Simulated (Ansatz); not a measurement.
`[F][In]([F])[F]` + `[SH][K]` → `[F][In]([F])[SH]` + `[F][K]`  (redistribution)

Gas-phase electronic energies from Ansatz, PBE0-D4/def2-TZVP geometries. CCSD(T)/CBS is the MP2 limit (def2-TZVPP, def2-QZVPP) plus CCSD(T) − MP2 in def2-TZVPP, frozen cores. DFT in def2-TZVPP. HSE06 is defined as in plane-wave codes. Elements past krypton have def2 core potentials. For In, K outer-core shells are correlated without core-valence functions, which leaves a few kJ/mol of doubt a bond. Scalar relativity is left out up to krypton. One conformer a species, not always the lowest.

```
   level  ΔE (eV)
HSE06-D4    -0.71
  revPBE    -0.69
```

Q: What does CCSD(T)/CBS give? (An estimate is asked.)

A: The calculation gave: -0.69 eV. The listed levels differ from it by -0.02, 0.00 eV.

Largest T1 diagnostic among the species: 0.018.

At CCSD(T), def2-SVP lies +0.13 eV from the extrapolated value and def2-TZVPP +0.08 eV. In def2-TZVPP, CCSD(T) changes the Hartree–Fock value by −0.17 eV (the triples alone add −0.01 eV) and MP2 by −0.23 eV. From PBE to PBE0 (25 % exact exchange), in def2-TZVPP and without D4, ΔE moves by +0.03 eV.
